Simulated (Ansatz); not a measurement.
Consider the substitution at a C–Si bond: `NC([SiH3])=S` + H₂Se → `NC(=S)[SeH]` + SiH₄.

Calculated with Ansatz (gas phase, PBE0-D4/def2-TZVP geometries, no zero-point term in ΔE). CBS: MP2 limit from def2 TZ/QZ plus the TZ coupled-cluster correction, frozen cores. This one scheme is used for every species. DFT in def2-TZVPP. For Se outer-core shells are correlated without core-valence functions, which leaves a few kJ/mol of doubt a bond. Scalar relativity is left out up to krypton. Each species was taken in one conformer, which may not be the lowest.

`NC([SiH3])=S`:

Cartesian coordinates in Å:
```
N -0.573 1.409 -0.294
C 0.316 0.588 0.269
Si 0.160 -1.280 0.013
S 1.576 1.089 1.197
H -0.487 2.406 -0.155
H -1.331 1.062 -0.857
H -0.024 -1.923 1.333
H 1.386 -1.769 -0.656
H -1.023 -1.582 -0.849
```

H₂Se:

Cartesian coordinates in Å:
```
Se 0.206 0.491 0.430
H 0.587 -0.909 0.211
H -0.793 0.418 -0.641
```

`NC(=S)[SeH]`:

```xyz
7

N     0.797   -0.333   -0.798
C    -0.285    0.051   -0.108
S    -1.758    0.293   -0.769
Se    0.114    0.284    1.759
H     0.699   -0.484   -1.788
H     1.695   -0.479   -0.369
H    -1.262    0.668    2.072
```

SiH₄:

Cartesian coordinates in Å:
```
Si 0.000 0.000 0.000
H -1.268 0.617 0.464
H 1.000 0.041 1.097
H 0.518 0.753 -1.170
H -0.249 -1.411 -0.390
```

```csv
level,ΔE (kJ/mol)
B97M-V,20.8
HF/def2-QZVPP,29.8
```

Problem. What does CCSD(T)/CBS give? (An estimate is asked.)

Solution. Computed: +25.4 kJ/mol. The listed levels differ from it by -4.6, 4.4 kJ/mol.

Problem. What do rigid-rotor, harmonic-oscillator terms from PBE0-D4/def2-TZVP frequencies (298.15 K, 1 bar) make of the CCSD(T)/CBS value? (Best estimate.)

Solution. The calculation gave: ΔZPE = +0.7 kJ/mol, ΔH = +25.5 kJ/mol, ΔS = -14 J/(mol·K), ΔG = +29.7 kJ/mol.

Largest T1 diagnostic among the species: 0.018.

From BLYP to BHLYP (50 % exact exchange), in def2-TZVPP and without D4, ΔE moves by +6.1 kJ/mol. Leaving LDA and LC-ωPBE aside and taking each functional with its dispersion term where it has one, the values, not all of them listed here, spread over 9.8 kJ/mol, from revPBE-D4 to ωB97M-V.
